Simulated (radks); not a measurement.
Q: Charge is removed step by step from the 5s down level of Ta3+, starting from [Kr] 4d10 4f14 5s(up 1, down 1) 5p6 5d2. Calculated with a radial shooting solver on a logarithmic mesh with Libxc functionals: scalar-relativistic Kohn-Sham, PBE, spin-polarised, spherical densities, point nucleus; open shells are filled with parallel spins first (spin-orbit coupling, left out, can overturn this in heavy ions). At the starting occupation the eigenvalue is -100.47 eV. Estimate the energy to remove one whole electron from this level, the eigenvalue at the end, and how far E(n) bends from a straight line.

A: Delta-SCF 108.58 eV; final eigenvalue -116.97 eV; the deviation from the straight line is -2.062 eV at 0.5 electron removed, the largest on the grid computed. Slater's transition state (half an electron removed) gives 108.61 eV. Integrating minus the eigenvalue over the occupation (Janak's theorem) gives 108.65 eV. In this scalar-relativistic scheme the density is built from large components alone, so the theorem holds only approximately. The mean slope of the eigenvalue, de/dn, is 16.5 eV per electron.
